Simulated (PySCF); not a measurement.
A species of formula C7H13P has this rotational fingerprint, computed with PySCF, PBE0-D3(BJ)/def2-SVP geometry optimisation, gas phase:

```
Rotational constants : A = 2574, B = 962.1, C = 760.8 MHz
Dipole components    : |μa| = 0.61 D, |μb| = 0.25 D, |μc| = 1.42 D
Inertial defect      : -57.37 u·Å²
κ                    : -0.78
```

Problem. Which structure is it? (One computed conformer of each.)
A. `[CH3:1][C:2]#[C:3][P:4]([CH3:5])[CH:6]([CH3:7])[CH3:8]` with C3–P4–C6–C7 171°
B. `[CH3:1][CH:2]([CH3:3])[C:4]1=[CH:5][CH2:6][CH2:7][PH:8]1` with C1–C2–C4–C5 -3°, C4–C5–C6–C7 -19°, C5–C6–C7–P8 25°, C6–C7–P8–C4 -21°, C2–C4–P8–C7 -169°
C. `CC(PC#CC)(C)C`

Solution. A. It is CC#CP(C)C(C)C, an asymmetric top, point group C1. The candidates at the same level (rigid rotor, commonest isotopes):

```json
{"SMILES": "CC#CP(C)C(C)C", "A (MHz)": "2574", "B (MHz)": "962.1", "C (MHz)": "760.8", "μa (D)": "0.61", "μb (D)": "0.25", "μc (D)": "1.42", "Δ (u·Å²)": "-57.37", "point group": "C1", "rotor": "asymmetric top"}
{"SMILES": "CC(C)C1=CCCP1", "A (MHz)": "2896", "B (MHz)": "1229", "C (MHz)": "940.7", "μa (D)": "0.01", "μb (D)": "1.19", "μc (D)": "0.54", "Δ (u·Å²)": "-48.62", "point group": "C1", "rotor": "asymmetric top"}
{"SMILES": "CC#CPC(C)(C)C", "A (MHz)": "3079", "B (MHz)": "880.1", "C (MHz)": "814.4", "μa (D)": "0.55", "μb (D)": "1.43", "μc (D)": "0.43", "Δ (u·Å²)": "-117.78", "point group": "C1", "rotor": "near-prolate asymmetric top"}
```

`CC(C)C1=CCCP1` has B 28 % too high; `CC#CPC(C)(C)C` has A 20 % too high. No structure here is proved a minimum.
